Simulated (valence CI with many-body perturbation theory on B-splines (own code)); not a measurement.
## Gd L: what the settings do

Calculated by configuration interaction combined with many-body perturbation theory (CI+MBPT): five valence electrons over a frozen Dirac-Fock core [Ne], radial functions for each j: 6 s, 6 p, 5 d, 3 f, 1 g, with the one-electron correlation potential Σ1 (screened to all orders), the two-electron term Σ2, the three-electron term Σ3, Breit, model QED; selected single and double excitations, second order for the rest, scaled by the run's own slope (own B-spline code, finite nucleus).

The last digits are not significant, and no measured levels were compared; by estimate large intervals hold to a few tenths of a per cent, small ones and those within an open d or f shell to about a per cent. Among the levels kept, up to 700 cm⁻¹ of a level comes from second order outside the variational space, and about a tenth of that is noise between levels of different J, which matters for small intervals.

The reference run has the lowest level (3s^2 3p1/2^2 3p3/2) J=3/2 and an ionisation energy of 4296.49 eV. Its largest variational space holds 10000 state functions.

Levels are named by their leading jj configuration (3d3/2^4 stands for four electrons in 3d with j = 3/2), which in mixed levels can hold well under half, so a name can repeat and another be missing. Letters in brackets count levels of one name in rising energy.

Changed runs:
A. shift of the energy in Σ1 (hartree) 0 → 16.2
B. size limit of the variational space 10000 → 3000; second order for the rest on → off; box radius (bohr) 1.6858 → 2.19
C. orbitals per symmetry with explicit Σ2 and valence Breit (the others get mean screening factors) 5 → 3
D. Davidson tolerance 2e-05 → 0.03 (bad on purpose)

Excitation energies of the reference run in cm⁻¹, and shifts in cm⁻¹:

```csv
Level,Reference,A,B,C,D
(3s^2 3p1/2 3p3/2^2) J=3/2,1343650,+49,+402,+5.6,+0.1
(3s^2 3p1/2 3p3/2^2) J=5/2,1424960,+49,+321,-12,+0.3
(3s^2 3p1/2 3p3/2^2) J=1/2,1526970,+50,-512,+37,+0.1
(3s^2 3p1/2^2 3d3/2) J=3/2,1534770,-43,+1039,+2.8,+0.1
(3s^2 3p1/2^2 3d5/2) J=5/2,1939740,-18,+1322,+10,+0.1
(3s 3p1/2^2 3p3/2^2) J=5/2,2469080,-6.7,+2025,-10,+0.3
(3s 3p1/2^2 3p3/2^2) J=3/2,2670800,-3.0,+1917,+10,+0.2
(3s 3p1/2^2 3p3/2^2) J=1/2,2673210,-4.2,+213,+36,+0.1
(3s^2 3p1/2 3p3/2 3d3/2) J=5/2 [a],2865910,+5.8,+2265,-14,+0.3
(3s^2 3p3/2^3) J=3/2,2883070,+98,+35,+35,+0.1
(3s^2 3p1/2 3p3/2 3d3/2) J=3/2 [a],2883530,+5.2,+1862,+5.3,+0.1
(3s^2 3p1/2 3p3/2 3d3/2) J=1/2 [a],2885160,+6.2,+215,+21,0
Ionisation energy (eV),4296.49,+0.049,-0.12,+0.0072,0
```
